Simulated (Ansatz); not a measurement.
The same path of ClH + ClHOZn (6 atoms, charge 0, multiplicity 1) was run 3 times with different band settings. Lost on the way: Cl5–H6. Made: Zn1–Cl5, O2–H6.

The calculation used Ansatz, RHF/def2-SVP.

Relaxed end points:

```xyz
6
Properties=species:S:1:pos:R:3
Zn -0.015 -0.010 0.032
O -0.179 -0.060 1.838
H -0.959 -0.280 2.321
Cl -0.300 -0.084 -2.088
Cl 2.498 0.690 1.063
H 1.593 0.435 1.961
```

```xyz
6
Properties=species:S:1:pos:R:3
Zn 0.887 0.251 -0.120
O -0.003 -0.005 1.779
H -0.898 -0.262 1.952
Cl -0.722 -0.210 -1.503
Cl 2.913 0.818 0.419
H 0.461 0.100 2.599
```

Common settings: movable images 5; start path through a guess of the saddle point; force threshold 0.05 eV/Å; iteration limit 60; end points relaxed.

| run | climbing image | spring | optimiser |
| --- | --- | --- | --- |
| 1 | yes | 5.0 eV/Å² | quadratic models (default) |
| 2 | from the first iteration | 5.0 eV/Å² | fire |
| 3 | yes | 0.5 eV/Å² | quadratic models (default) |

Task: What does each run give, and how far can it be trusted?

Result: Run 1: converged after 14 iterations, highest image 0.037 eV above the first end. A vibrational analysis at the climbing image gives one clearly imaginary mode, 473i cm⁻¹: a first-order saddle point.
Run 2: converged after 50 iterations, highest image 0.040 eV above the first end. Another band between the same ends (5 images) ends at a top of the same energy, where a vibrational analysis finds 1 clearly imaginary mode.
Run 3: converged after 15 iterations, highest image 0.037 eV above the first end. Another band between the same ends (5 images) ends at a top of the same energy, where a vibrational analysis finds 1 clearly imaginary mode.
The orbitals stay closed-shell, which can raise the energy where a bond breaks towards radicals; this wasn't checked here.
